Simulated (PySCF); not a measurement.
**Polarisability and C₆ of C²⁺ (carbon, charge +2)**

[He] 2s2, closed-shell 1S. Calculation: PySCF 2.14, in aug-cc-pwCVQZ (9s8p6d4f2g, 109 functions); the non-relativistic Hamiltonian (point nucleus). Coupled (time-dependent) response in atomic units; α is the mean over directions.

```
   method  mean α (bohr³)  C₆ (like pair)  S(−4)
      UHF           4.508           7.110  23.20
      PBE           4.217           6.490  20.07
     PBE0           4.277           6.617  20.67
CAM-B3LYP           4.320           6.662  21.51
    TPSSh           4.316           6.871  19.92
```

S(−4) is the Cauchy moment in α(ω) = α(0) + S(−4) ω² + …

α(iu) at TPSSh:

```tsv
u (hartree)	α(iu) (bohr³)
0	4.316
0.0500	4.267
0.100	4.127
0.200	3.651
0.300	3.074
0.500	2.078
0.750	1.318
1.00	0.9018
1.50	0.5025
2.00	0.3241
3.00	0.1706
5.00	0.07462
```

For an ion, C₆ is the dispersion term alone; charge-induced terms of lower order in 1/R come first.
